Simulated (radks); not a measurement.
Values are calculated unless marked as measured or tabulated.
Question: Orbital eigenvalues (eV) of neutral rubidium, [Kr] 5s1, of relativity; Dirac values are averaged over j with weights 2j + 1. Spin-unpolarised spherical Kohn-Sham, PBEsol, point nucleus unless stated (finite: rms radius 4.2036 fm), a radial shooting solver on a logarithmic mesh with Libxc functionals. A level marked "c x" has the speed of light scaled by that factor.

shell       non-rel.
1s            -14733
2s           -1941.2
2p           -1763.0
3s           -286.62
3p           -222.32
3d           -106.33
4s           -30.832
4p           -16.058
5s           -2.1901
5p (empty)  -0.76877

Give the values at the level "Dirac, c x 0.85".

Answer: 
shell       Dirac, c x 0.85  change of magnitude (%)
1s                   -15132                    +2.71
2s                  -2032.2                    +4.68
2p                  -1785.7                    +1.29
3s                  -301.84                    +5.31
3p                  -225.61                    +1.48
3d                  -102.99                    -3.14
4s                  -32.332                    +4.87
4p                  -15.958                    -0.62
5s                  -2.2360                    +2.09
5p (empty)         -0.72488                    -5.71
